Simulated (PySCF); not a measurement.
Ge²⁺ (germanium, charge +2) across methods

[Ar] 3d10 4s2, closed-shell 1S. Calculation: PySCF 2.14, in aug-cc-pVDZ-DK; scalar relativity by spin-free X2C-1e.

| method | E (hartree) | mean ε 3p (eV) | mean ε 3d (eV) | mean ε 4s (eV) | Σ⟨r²⟩ (bohr²) | ⟨S²⟩ |
| --- | --- | --- | --- | --- | --- | --- |
| UHF | -2096.12748 | -161.97 | -63.620 | -32.488 | 19.86 | 0.000 |
| r2SCANh | -2097.711 | -141.71 | -51.783 | -29.997 | 19.64 | 0.000 |
| LDA | -2094.452 | -135.68 | -49.749 | -29.671 | 19.63 | 0.000 |
| r2SCAN | -2097.723 | -139.38 | -50.348 | -29.607 | 19.64 | 0.000 |
| M06-L | -2097.698 | -139.84 | -50.218 | -29.228 | 19.54 | 0.000 |
| PBE | -2097.469 | -135.90 | -49.464 | -29.302 | 19.69 | 0.000 |
| TPSSh | -2097.712 | -139.35 | -50.956 | -29.661 | 19.68 | 0.000 |
| BHandHLYP | -2097.736 | -149.37 | -57.017 | -31.390 | 19.73 | 0.000 |

Estimate the same row for PBE0.

E (hartree) = -2097.496; mean ε 3p (eV) = -142.74; mean ε 3d (eV) = -53.285; mean ε 4s (eV) = -30.324; Σ⟨r²⟩ (bohr²) = 19.68; ⟨S²⟩ = 0.000.
